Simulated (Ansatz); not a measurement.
Harmonic frequencies (cm⁻¹) at PBE0-D4/def2-TZVP from Ansatz: 100, 134, 200, 266, 286, 520, 707, 724, 735, 756, 2164, 3459.

Which molecule is it?
A. `[OH][Ga]([F])[Br]`
B. `[F][GaH][Cl]`
C. `C#[C][Ga]([F])[F]`
D. `[Cl][Ga]([Cl])[Cl]`

C.
